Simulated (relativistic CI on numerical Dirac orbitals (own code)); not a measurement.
# Electric-dipole lines of Er LX

Calculated at this level of theory: Dirac-Coulomb-Breit CI, KLI orbitals optimised for each configuration, model QED, unscaled Slater integrals (own radial code, finite nucleus).

CI space (outside the closed core 1s2): 2s2.2p5, 2s.2p6, 2p6.3s, 2p6.3p, 2s2.2p4.3s, 2p6.3d, 2s2.2p4.3p, 2s2.2p4.3d, 2s.2p5.3s, 2s.2p5.3p, 2s.2p5.3d, 2s2.2p4.4s, 2s2.2p4.4p, 2s2.2p4.4d, 2s2.2p4.4f, 2s2.2p3.3s2, 2s.2p5.4s, 2s.2p5.4p, 2s2.2p3.3s.3p, 2s.2p5.4d, 2s2.2p4.5s, 2s.2p5.4f, 2s2.2p4.5p, 2s2.2p3.3s.3d, 2s2.2p4.5d, 2s2.2p3.3p2, 2s2.2p4.5f, 2s2.2p4.5g, 2s2.2p3.3p.3d, 2s.2p4.3s2, 2s2.2p3.3d2, 2s.2p4.3s.3p, 2s.2p4.3s.3d, 2s.2p4.3p2, 2s.2p5.5s, 2s.2p5.5p. Levels of other configurations are missing.

```csv
λ vac (Å),Lower,Upper,A (s⁻¹),E lower (Ry),E upper (Ry)
1.2259,2s2.2p5 2P°_3/2 [1],2s2.2p4.4d 2D_5/2 [130],4.85e+14,0.000,743.330
1.4399,2s2.2p5 2P°_1/2 [2],2s2.2p4.3d 2D_3/2 [95],6.94e+14,69.367,702.231
1.4435,2s2.2p5 2P°_3/2 [1],2s2.2p4.3d 2F_5/2 [53],8.19e+14,0.000,631.301
1.4442,2s2.2p5 2P°_3/2 [1],2s2.2p4.3d 2P_3/2 [52],1.19e+15,0.000,630.963
1.4457,2s2.2p5 2P°_3/2 [1],2s2.2p4.3d 2S_1/2 [51],1.47e+15,0.000,630.344
1.4473,2s2.2p5 2P°_1/2 [2],2s.2p5.3p 2D_3/2 [93],5.18e+14,69.367,699.002
1.4482,2s.2p6 2S_1/2 [3],2s.2p5.3d 2P°_3/2 [110],1.09e+15,100.415,729.637
1.4497,2s.2p6 2S_1/2 [3],2s.2p5.3d 2P°_1/2 [108],1.69e+15,100.415,729.014
1.4552,2s2.2p5 2P°_3/2 [1],2s.2p5.3p 2D_5/2 [46],5.45e+14,0.000,626.227
1.6035,2s2.2p5 2P°_3/2 [1],2s2.2p4.3d 2D_5/2 [25],7.86e+14,0.000,568.304
1.6046,2s2.2p5 2P°_1/2 [2],2s2.2p4.3d 2P_1/2 [63],2.13e+15,69.367,637.293
1.6058,2s2.2p5 2P°_1/2 [2],2s2.2p4.3d 2D_3/2 [62],1.96e+15,69.367,636.857
1.6080,2s.2p6 2S_1/2 [3],2s.2p5.3d 2P°_3/2 [86],1.52e+15,100.415,667.112
1.6097,2s2.2p5 2P°_3/2 [1],2s2.2p4.3d 2P_3/2 [24],1.37e+15,0.000,566.105
1.6101,2s2.2p5 2P°_3/2 [1],2s2.2p4.3d 2D_5/2 [23],1.09e+15,0.000,565.971
1.6186,2s.2p6 2S_1/2 [3],2s.2p5.3d 2P°_1/2 [83],1.96e+15,100.415,663.397
4.3271,2s2.2p4.3p 2D°_5/2 [8],2s2.2p4.4d 2F_7/2 [123],7.26e+13,529.907,740.502
4.7141,2s2.2p4.3p 4D°_7/2 [11],2s2.2p4.4d 4F_9/2 [127],9.14e+13,549.090,742.398
4.7142,2s2.2p4.3p 2D°_5/2 [10],2s2.2p4.4d 2F_7/2 [126],7.17e+13,549.077,742.381
4.7242,2s2.2p4.3p 2P°_3/2 [14],2s2.2p4.4d 2D_5/2 [142],8.00e+13,553.944,746.839
4.9011,2s2.2p4.3d 2G_7/2 [50],2s2.2p4.4f 2H°_9/2 [184],1.75e+14,629.701,815.631
4.9027,2s2.2p4.3d 2D_3/2 [19],2s2.2p4.4f 2F°_5/2 [143],1.61e+14,562.893,748.762
4.9033,2s2.2p4.3d 4D_3/2 [15],2s2.2p4.4f 2F°_5/2 [133],9.99e+13,558.790,744.639
4.9076,2s2.2p4.3d 4D_5/2 [16],2s2.2p4.4f 2F°_5/2 [133],7.80e+13,558.954,744.639
4.9080,2s2.2p4.3d 4D_5/2 [16],2s2.2p4.4f 2G°_7/2 [132],1.29e+14,558.954,744.625
4.9116,2s2.2p4.3d 2F_7/2 [17],2s2.2p4.4f 2G°_9/2 [131],1.74e+14,559.060,744.593
4.9193,2s.2p5.3d 4F°_7/2 [73],2s.2p5.4f 2G_9/2 [265],1.70e+14,655.508,840.751
4.9216,2s2.2p4.3d 4F_5/2 [49],2s2.2p4.4f 4G°_7/2 [178],1.39e+14,629.176,814.332
4.9962,2s2.2p4.3d 4D_7/2 [56],2s2.2p4.4f 4G°_9/2 [181],1.79e+14,632.809,815.202
4.9979,2s.2p5.3d 4F°_9/2 [75],2s.2p5.4f 4G_11/2 [269],1.84e+14,659.274,841.606
5.0002,2s2.2p4.3d 2G_9/2 [59],2s2.2p4.4f 2H°_11/2 [190],1.84e+14,634.288,816.535
5.0026,2s2.2p4.3d 2F_7/2 [20],2s2.2p4.4f 2G°_9/2 [138],1.61e+14,563.348,745.506
5.0047,2s2.2p4.3d 4F_9/2 [21],2s2.2p4.4f 4G°_11/2 [137],1.84e+14,563.409,745.491
5.0166,2s2.2p4.3d 2F_5/2 [57],2s2.2p4.4f 4D°_7/2 [183],1.63e+14,633.723,815.373
5.0180,2s.2p5.3d 2F°_7/2 [84],2s.2p5.4f 2G_9/2 [283],1.83e+14,665.665,847.265
5.0226,2s2.2p4.3d 2F_7/2 [61],2s2.2p4.4f 2G°_9/2 [195],1.54e+14,635.310,816.743
5.0240,2s2.2p4.3d 2D_5/2 [25],2s2.2p4.4f 2F°_7/2 [144],1.76e+14,568.304,749.686
5.0302,2s.2p5.3d 4D°_7/2 [77],2s.2p5.4f 4F_9/2 [272],1.58e+14,660.671,841.831
5.0727,2s2.2p4.3d 2D_5/2 [23],2s2.2p4.4f 2F°_7/2 [139],1.33e+14,565.971,745.611
5.0752,2s2.2p4.3d 2P_3/2 [24],2s2.2p4.4f 2D°_5/2 [141],1.15e+14,566.105,745.658
11.077,2s2.2p4.4f 2G°_9/2 [131],2s2.2p4.5g 2H_11/2 [229],5.39e+13,744.593,826.862
11.153,2s2.2p4.4f 2H°_11/2 [190],2s2.2p4.5g 2I_13/2 [356],5.53e+13,816.535,898.240
11.160,2s2.2p4.4f 4G°_11/2 [137],2s2.2p4.5g 4H_13/2 [234],5.53e+13,745.491,827.143
11.163,2s2.2p4.4f 2G°_9/2 [138],2s2.2p4.5g 2H_11/2 [233],5.05e+13,745.506,827.139
32.324,2s2.2p4.3s 4P_5/2 [4],2s2.2p4.3p 4D°_7/2 [11],7.57e+11,520.899,549.090
```

Terms are leading LS components. Brackets give the number of a level in order of energy, since labels repeat. The list gives strong lines, with weight on those to low levels, without lines whose two gauges differ by over a factor of 2.5, among the lowest 400 of 1235 levels, so that lines to higher ones, which can be the strongest, are missing. Levels whose partners in the same complex of configurations lie outside the list can be far off, and so can their lines. Rates are taken at the computed energies, electric ones in the length gauge.

At this charge energies of transitions that change n are usually good to better than 1 %, and those within a shell (Δn = 0) to a few per cent.

LS names give the leading component of a level, which can be under half, so a name can repeat, a term be missing and a line seem to break the LS rules.
